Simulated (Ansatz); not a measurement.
Ideal-gas functions of `O=COCI` at 298.15 K and 1 bar, from an Ansatz frequency run at PBE0-D4/def2-TZVP.

Molar mass 185.95 g/mol, point group C1 (symmetry number 1), electronic degeneracy 1, moments of inertia 62.487, 397.463, 429.798 u Å². Harmonic wavenumbers (cm⁻¹, unscaled): 60, 199, 320, 358, 599, 740, 907, 990, 1042, 1159, 1279, 1300, 1397, 1458, 1846, 3078, 3137, 3228.

Use S(trans) = R[1.5 ln M + 2.5 ln T − 1.1517]; rotational temperatures θ = 24.2544 K / I; S(rot) = R[ln(√π/σ · √(T³/θAθBθC)) + 1.5]; for each mode x = 1.438777 ν̃/T, S = R[x/(eˣ − 1) − ln(1 − e⁻ˣ)] and H = RT x/(eˣ − 1); 1 cm⁻¹ = 0.0119627 kJ/mol; R = 8.31446 J/(mol·K).

Problem. By hand: the entropy, in J/(mol·K).

Solution. Translation 174.0. Rotation: θ = 0.3882, 0.061, 0.0564 K, giving 115.8. Vibration, mode by mode: 18.65, 8.96, 5.48, 4.73, 1.89, 1.10, 0.57, 0.41, 0.33, 0.20, 0.12, 0.11, 0.08, 0.06, 0.01, 0.00, 0.00, 0.00, in all 42.7. Electronic 0.0. Sum 332.5 J/(mol·K).

Problem. By hand: H − E and G − E in kJ/mol, counted from the electronic energy.

Solution. Zero-point energy ½ × 23097 × 0.0119627 = 138.2; thermal vibration 6.7; translation, rotation and pV give 4 RT = 9.9. H − E = 154.8 kJ/mol, and G − E = 154.8 − 298.15 × 332.5/1000 = 55.7 kJ/mol.

Vibration gives 13 % of the entropy, 18.6 J/(mol·K) of it from the mode under 150 cm⁻¹: soft modes count most, and the harmonic formula is weakest for them. The sum counts one conformer and one mirror image; others add a mixing term.
